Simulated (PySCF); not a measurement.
# NMR data sheet: C₅H₁₃BN₂Si₂

| Item | Value |
| --- | --- |
| Formula | C5H13BN2Si2 |
| SMILES | [SiH3]N([SiH3])[BH2-][n+]1ccccc1 |
| Point group of the computed structure | C1 |
| Carbon signals | 3 |
| Proton signals | 5 |

Mapped SMILES: `[SiH3:1][N:2]([SiH3:3])[BH2-:4][n+:5]1[cH:6][cH:7][cH:8][cH:9][cH:10]1` (H(Xn): hydrogen on atom n).

All values are calculated (PySCF): PBE0-D3(BJ)/def2-SVP geometry, shielding tensors at KT2/pcSseg-1 (GIAO). Non-relativistic Hamiltonian, single conformer, gas phase, rapidly exchanging positions averaged.

Scale: TMS for 1H (31.18 ppm), 13C (183.22 ppm), 29Si (361.05 ppm); BF3·OEt2 for 11B (99.90 ppm); 15N (264.30 ppm) vs NH3 (reference shieldings calculated alike).

| carbon | δC, type | δH (multiplicity) | HMBC from (2–3 bonds) | span of the C tensor (ppm) |
| --- | --- | --- | --- | --- |
| C6/C10 | 139.4, CH | 8.61 (d) | H(C6)/H(C10), H(C8), H(C7)/H(C9), H(B4) | 202 |
| C7/C9 | 120.6, CH | 7.23 (m) | H(C6)/H(C10), H(C8), H(C7)/H(C9) | 210 |
| C8 | 131.3, CH | 7.50 (t) | H(C6)/H(C10), H(C7)/H(C9) | 224 |

Other nuclei:
```json
{"atoms": "H(Si1)/H(Si3)", "nucleus": "1H", "environment": "hydrogen on a silicon bonded to N", "δ (ppm)": "4.81", "σ (ppm)": "26.37"}
{"atoms": "H(B4)", "nucleus": "1H", "environment": "hydrogen on a boron bonded to 2 N", "δ (ppm)": "4.01", "σ (ppm)": "27.17"}
{"atoms": "Si1/Si3", "nucleus": "29Si", "environment": "silicon bonded to N, 3 H", "δ (ppm)": "-50.9", "σ (ppm)": "411.9"}
{"atoms": "B4", "nucleus": "11B", "environment": "boron bonded to 2 N, 2 H", "δ (ppm)": "-6.7", "σ (ppm)": "106.6"}
{"atoms": "N5", "nucleus": "15N", "environment": "donor nitrogen of a Lewis adduct", "δ (ppm)": "274.3", "σ (ppm)": "-10.0"}
{"atoms": "N2", "nucleus": "15N", "environment": "nitrogen bonded to B, 2 Si", "δ (ppm)": "5.0", "σ (ppm)": "259.3"}
```

δC 139.4: aromatic CH next to a ring nitrogen. δC 131.3, 120.6: aromatic CH. δH 8.61: hydrogen on an aromatic CH next to a ring nitrogen; ring current plus the neighbouring ring nitrogen. δH 7.50, 7.23: hydrogen on an aromatic CH; it sits in the deshielding region of the aromatic ring current. δH 4.01: hydrogen on a boron bonded to 2 N.

Hydrogens on boron are broadened and split by 11B (spin 3/2, 80 %) and 10B (spin 3). Shifts are as computed. Against solution values, carbons near 30 ppm lie about +2 ppm off and those near 130 ppm about -5 ppm. Of 1309 compounds with measured shifts, 239 miss one by over three times the rms of a fit or turn the order of signals round; such compounds aren't used in these exercises. Experimental scales use liquid or dissolved standards, which lie at an offset from isolated NH3 (liquid NH3: subtract about 20 ppm). Unscaled 15N shifts of sp2 nitrogen come out 20 to 40 ppm too high even then. No couplings were computed; multiplicities are counted from neighbouring protons, with m where these are inequivalent, close in shift, in a saturated or five-membered ring or joined by F or P, and br s for small geminal =CH2 splittings.
